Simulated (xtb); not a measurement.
xtb input (GFN2-xTB):

```bash
xtb mol.xyz --gfn 2 --sp --chrg 0 --uhf 0
```
mol.xyz:
```
17

C     -0.41881768    -1.23006350    -1.35863742
Si     0.00000000    -0.00000000     0.00000000
C      0.08935093     1.73112907    -0.72771468
C     -1.33106310    -0.05421326     1.32653385
C      1.66052984    -0.44685231     0.75981825
H     -1.38094578    -0.99626165    -1.82070611
H     -0.47799876    -2.24793439    -0.96582992
H      0.33830460    -1.22190894    -2.14639414
H      0.33171373     2.47041023     0.03947819
H     -0.86327472     2.02030350    -1.17798548
H      0.85597566     1.79465620    -1.50367351
H     -2.31024966     0.20157631     0.91467631
H     -1.40730264    -1.05009643     1.76955249
H     -1.11526121     0.65168305     2.13213998
H      1.64023134    -1.45007761     1.19223964
H      2.45653469    -0.42405216     0.01167542
H      1.93227276     0.25170187     1.55482712
```

End of the output:

```
         :::::::::::::::::::::::::::::::::::::::::::::::::::::
         ::                     SUMMARY                     ::
         :::::::::::::::::::::::::::::::::::::::::::::::::::::
         :: total energy             -16.385273434828 Eh    ::
         :: gradient norm              0.030711452833 Eh/a0 ::
         :: HOMO-LUMO gap              7.535987060328 eV    ::
         ::.................................................::
         :: SCC energy               -16.639301694138 Eh    ::
         :: -> isotropic ES            0.022915126471 Eh    ::
         :: -> anisotropic ES          0.007240681580 Eh    ::
         :: -> anisotropic XC          0.010699041976 Eh    ::
         :: -> dispersion             -0.009761454338 Eh    ::
         :: repulsion energy           0.254028259311 Eh    ::
         :: add. restraining           0.000000000000 Eh    ::
         :: total charge              -0.000000000000 e     ::
         :::::::::::::::::::::::::::::::::::::::::::::::::::::

           -------------------------------------------------
          |                Property Printout                |
           -------------------------------------------------

    * Orbital Energies and Occupations

         #    Occupation            Energy/Eh            Energy/eV
      -------------------------------------------------------------
         1        2.0000           -0.7316904             -19.9103
       ...           ...                  ...                  ...
         4        2.0000           -0.5618462             -15.2886
         5        2.0000           -0.5214836             -14.1903
         6        2.0000           -0.4640475             -12.6274
         7        2.0000           -0.4640475             -12.6274
         8        2.0000           -0.4640475             -12.6274
         9        2.0000           -0.4574742             -12.4485
        10        2.0000           -0.4574742             -12.4485
        11        2.0000           -0.4511591             -12.2767
        12        2.0000           -0.4511591             -12.2767
        13        2.0000           -0.4511591             -12.2767
        14        2.0000           -0.3908643             -10.6360
        15        2.0000           -0.3908643             -10.6360
        16        2.0000           -0.3908643             -10.6360 (HOMO)
        17                         -0.1139219              -3.1000 (LUMO)
        18                         -0.1139219              -3.1000
        19                         -0.1139219              -3.1000
        20                         -0.0088475              -0.2408
        21                         -0.0088475              -0.2408
        22                          0.0953979               2.5959
        23                          0.1866216               5.0782
        24                          0.1866216               5.0782
        25                          0.1866216               5.0782
        26                          0.2148759               5.8471
        27                          0.2148759               5.8471
       ...                                ...                  ...
        37                          0.5531211              15.0512
      -------------------------------------------------------------
                  HL-Gap            0.2769424 Eh            7.5360 eV
             Fermi-level           -0.2523931 Eh           -6.8680 eV

     #   Z          covCN         q      C6AA      α(0)
     1   6 C        3.650    -0.205    24.923     7.171
     2  14 Si       3.510     0.478   100.747    19.401
     3   6 C        3.650    -0.205    24.923     7.171
     4   6 C        3.650    -0.205    24.923     7.171
     5   6 C        3.650    -0.205    24.923     7.171
     6   1 H        0.924     0.028     2.609     2.526
     7   1 H        0.924     0.028     2.609     2.526
     8   1 H        0.924     0.028     2.609     2.526
     9   1 H        0.924     0.028     2.609     2.526
    10   1 H        0.924     0.028     2.609     2.526
    11   1 H        0.924     0.028     2.609     2.526
    12   1 H        0.924     0.028     2.609     2.526
    13   1 H        0.924     0.028     2.609     2.526
    14   1 H        0.924     0.028     2.609     2.526
    15   1 H        0.924     0.028     2.609     2.526
    16   1 H        0.924     0.028     2.609     2.526
    17   1 H        0.924     0.028     2.609     2.526

 Mol. C6AA /au·bohr⁶  :       2408.082420
 Mol. C8AA /au·bohr⁸  :      66262.880914
 Mol. α(0) /au        :         78.397108

Wiberg/Mayer (AO) data.
largest (>0.10) Wiberg bond orders for each atom

 ---------------------------------------------------------------------------
     #   Z sym  total        # sym  WBO       # sym  WBO       # sym  WBO
 ---------------------------------------------------------------------------
     1   6 C    3.979 --     6 H    0.989     7 H    0.989     8 H    0.989
                             2 Si   0.898
     2  14 Si   3.673 --     1 C    0.898     3 C    0.898     5 C    0.898
                             4 C    0.898
     3   6 C    3.979 --     9 H    0.989    10 H    0.989    11 H    0.989
                             2 Si   0.898
     4   6 C    3.979 --    12 H    0.989    13 H    0.989    14 H    0.989
                             2 Si   0.898
     5   6 C    3.979 --    17 H    0.989    16 H    0.989    15 H    0.989
                             2 Si   0.898
     6   1 H    0.999 --     1 C    0.989
     7   1 H    0.999 --     1 C    0.989
     8   1 H    0.999 --     1 C    0.989
     9   1 H    0.999 --     3 C    0.989
    10   1 H    0.999 --     3 C    0.989
    11   1 H    0.999 --     3 C    0.989
    12   1 H    0.999 --     4 C    0.989
    13   1 H    0.999 --     4 C    0.989
    14   1 H    0.999 --     4 C    0.989
    15   1 H    0.999 --     5 C    0.989
    16   1 H    0.999 --     5 C    0.989
    17   1 H    0.999 --     5 C    0.989
 ---------------------------------------------------------------------------

Topologies differ in total number of bonds
Writing topology from bond orders to xtbtopo.mol

molecular dipole:
                 x           y           z       tot (Debye)
 q only:       -0.000       0.000      -0.000
   full:        0.000       0.000      -0.000       0.000
molecular quadrupole (traceless):
                xx          xy          yy          xz          yz          zz
 q only:        0.000       0.000      -0.000       0.000       0.000      -0.000
Note: The following floating-point exceptions are signalling: IEEE_UNDERFLOW_FLAG IEEE_DENORMAL
normal termination of xtb
  q+dip:        0.000      -0.000       0.000       0.000       0.000      -0.000
   full:        0.000       0.000       0.000       0.000       0.000      -0.000

           -------------------------------------------------
          | TOTAL ENERGY              -16.385273434828 Eh   |
          | GRADIENT NORM               0.030711452833 Eh/α |
          | HOMO-LUMO GAP               7.535987060328 eV   |
           -------------------------------------------------

------------------------------------------------------------------------
------------------------------------------------------------------------
 total:
 SCF:
```
